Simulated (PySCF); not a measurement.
# CsS: from constants to spectrum

UHF-CCSD(T) constants of CsS, ²Π (doublet), unpaired electrons π ↑ (PySCF, scalar-relativistic core potentials, basis sets Cs def2-SVP with ECP46, S def2-SVP; masses 132.9054 and 31.9721 u):

| Quantity | Value |
| --- | --- |
| ωe | 206.7 cm⁻¹ |
| ωexe | 0.618 cm⁻¹ |
| Be | 0.066274 cm⁻¹ |
| αe | 0.000287 cm⁻¹ |
| De to Cs + S | 1.99 eV |

(1) What force constant and bond length do these constants imply?

(2) Estimate the centrifugal constant D from the Kratzer relation and find the Dunham coefficient a1.

Correlated steps freeze 5 core orbitals. Correlated levels converge slowly with the basis: in double zeta they bind strong bonds too weakly, by up to about 1 eV, and carry superposition errors of some tenths. These are scalar-relativistic numbers at best; spin–orbit coupling would shift them, the dissociation energy most. The state is the lowest determinant that a PBE0 search found; another state may lie lower at other levels.

Answers

(1) Reduced mass μred = 25.772 u; k = 5.8918×10⁻⁷·μred·ωe² (u, cm⁻¹, mdyn/Å) = 0.649 mdyn/Å; Re = √(16.8576/(μred·Be)) (u, cm⁻¹, Å) = 3.142 Å.

(2) D = 4Be³/ωe² = 2.73e-08 cm⁻¹; a1 = −1 − αeωe/(6Be²) = -3.25.
